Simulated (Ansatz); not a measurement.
AlF3⁺. The state is a doublet with charge 1. Geometry PBE-D4/def2-TZVP, that of the neutral singlet; atoms count from 1.

```xyz
4

Al    0.0000    0.0000    0.0000
F     0.6966    1.4742    0.2334
F    -1.1362   -0.5507    1.0578
F     0.4396   -0.9235   -1.2912
```

**Question.** Estimate the Mulliken populations from the PBE0/def2-TZVP orbitals of Ansatz.

**Answer.** 
```
atom  charge (e)  spin (α − β)
 Al1        1.10         -0.06
  F2       -0.03          0.35
  F3       -0.03          0.35
  F4       -0.03          0.35
```
Mulliken values depend strongly on the basis.

**Question.** Where does the spin sit?

**Answer.** Summed by element: Al -0.06, F 1.06, of 1 unpaired in all. Largest on single atoms: F2 0.35, F3 0.35, F4 0.35.

**Question.** And the Mayer bond orders between heavy atoms (over 0.3)?

**Answer.** Al1–F2 1.05 (1.65 Å); Al1–F3 1.05 (1.65 Å); Al1–F4 1.05 (1.65 Å).
